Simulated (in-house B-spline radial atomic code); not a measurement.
## LC-wPBE excitations of the selenium ion Se⁶⁺

Method: LC-wPBE. Computed with a B-spline radial code for spherical atoms: linear response of the closed shell [Ar] 3d10 with the functional's adiabatic kernel; scalar-relativistic (spin-free one-electron X2C), finite nucleus, no spin-orbit coupling, no double excitations, S, P, D and F terms only. Only terms of natural parity with L up to 3 were computed.

Command:
```bash
python run_td.py task.json out
```
Settings (radii: box in bohr, nucleus in fm):
```
Z                        34
electrons                28
configuration            [Ar] 3d10
hamiltonian              x2c
method                   lc_wpbe
box_radius               14.35
rms_radius               4.14
intervals                70
```

Cost of the run: 1.1 s on 1 thread of Intel(R) Xeon(R) 6975P-C (Granite Rapids) (shared host).

The lowest states, in the order of their Tamm-Dancoff energies; the method's threshold (minus the highest occupied level) is 145.68 eV. Labels give the largest channel, * marks a mixed state, and oscillator strengths are full-response dipole values. Semilocal kernels can invert the small singlet-triplet splittings of Rydberg terms. Energies in eV:

| state | full response | Tamm-Dancoff | oscillator strength |
| --- | --- | --- | --- |
| 3d → 4s 3D | 49.71 | 49.72 | - |
| 3d → 4s 1D | 50.48 | 50.49 | - |
| 3d → 4p 3P | 64.69 | 64.71 | - |
| 3d → 4p 3F | 64.88 | 64.89 | - |
| 3d → 4p 1F | 65.43 | 65.44 | - |
| 3d → 4p 1P | 66.66 | 66.75 | 0.545 |
| 3d → 4d 3S | 86.76 | 86.80 | - |
| 3d → 4d 3D | ? | ? | - |
| 3d → 4d 1D | 88.32 | 88.33 | - |
| 3d → 4d 1S | 93.63 | 94.37 | - |
| 3d → 5s 3D | 95.99 | 96.00 | - |
| 3d → 5s 1D | 96.21 | 96.21 | - |
| 3d → 5p 3P | ? | ? | - |
| 3d → 5p 3F | 101.76 | 101.76 | - |
| 3d → 5p 1F | 101.93 | 101.94 | - |
| 3d → 5p 1P | 102.27 | 102.29 | 0.0577 |

(1) Where does 3d → 5p 3P lie?

(2) Where does 3d → 4d 3D lie?

(3) How large is the singlet-triplet splitting of 3d → 4s (D terms) in Tamm-Dancoff?

(4) What polarisabilities and dispersion coefficient does the method give?

Answers

(1) At 101.68 eV in full response, 101.69 eV in Tamm-Dancoff.

(2) At 87.57 eV in full response, 87.58 eV in Tamm-Dancoff.

(3) 0.77 eV, from the unrounded values.

(4) Dipole 0.3903 bohr³, quadrupole 0.3735 bohr⁵, C6 0.573 hartree·bohr⁶ for two such species.
